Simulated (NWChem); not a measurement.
System: HfO; SMILES [O]=[Hf]

All runs: NWChem. All runs use the structure optimised with PBE0-D3(BJ)/def2-TZVP. def2 effective core potentials on Hf; no spin-orbit coupling. Ions are spin-unrestricted doublets at the neutral geometry; other ion states weren't tried.

Problem. Order these runs by computing time, cheapest first, and give rough ratios: B3LYP/def2-SVP; B3LYP/def2-QZVP; B3LYP/def2-TZVPP.

Solution. B3LYP/def2-SVP (1), B3LYP/def2-TZVPP (3), B3LYP/def2-QZVP (10). Ratios are rough, from one shared machine; the cheapest took very roughly 12 core-seconds. What differs between the cheapest and the dearest: vertical ionisation energy, ΔSCF (eV) 7.77 → 7.82; −ε(HOMO) (eV) 5.62 → 5.67.
